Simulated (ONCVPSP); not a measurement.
## Pseudopotential generation for barium: ONCV, BLYP, scalar-relativistic.

| Item | Value |
| --- | --- |
| Element | Ba (Z = 56) |
| Generator | ONCVPSP 4.0.1 |
| Type | optimised norm-conserving Vanderbilt (ONCV) |
| Functional | BLYP |
| Relativity | scalar-relativistic |
| Frozen core | [Kr] 4d10 |
| Valence charge | 10 |
| Reference configuration | 5s2 5p6 6s1.75 6p0.25 |
| Partial waves | 5s+6s: rc 2.20 bohr, ncon 4, nbas 8, qcut 4.9 1/bohr, 2 projectors; 5p+6p: rc 2.70 bohr, ncon 4, nbas 8, qcut 5.5 1/bohr, 2 projectors; d scattering state at 0.07 Ha: rc 2.80 bohr, ncon 4, nbas 9, qcut 3.1 1/bohr, 2 projectors, debl 2.9 Ha; f scattering state at 0.03 Ha: rc 2.95 bohr, ncon 5, nbas 8, qcut 3.2 1/bohr, 2 projectors, debl 2.9 Ha |
| Local potential | polynomial inside 1.85 bohr (lpopt 5, dvloc0 1 Ha) |
| Core correction | polynomial model core, fcfact 0.7 |

In the d channel the program set the typed energies aside and used 0.050, 2.950 Ha.

Problem. Estimate the cutoffs (Ha) at which the residual kinetic energy of the hardest occupied pseudo-wave falls to 1 and 0.1 mHa per electron.

Solution. 9.3 Ha and 11 Ha. The cutoffs count occupied waves only; projector 2 of the f channel, the hardest unoccupied one, needs 41 Ha at the loose tolerance.

Problem. What does a ghost test show?

Solution. Ghosts flagged at negative energy: f at -83.7 eV; GHOST(+) flagged for f at 1.78 eV, s at 104.9 eV, f at 351.1 eV. A true bound ghost makes a file unfit for plane-wave use.

Problem. Tests: 5s2 5p6 6s2 6p0; 5s2 5p6 6s1 6p0; 5s2 5p6 6s0 6p0; 5s2 5p6 6s1.5 6p0. Which has the largest error in its energy relative to the reference configuration, and how large is it?

Solution. 5s2 5p6 6s0 6p0, with -2.1 meV (all-electron minus pseudo) on +14.83 eV.
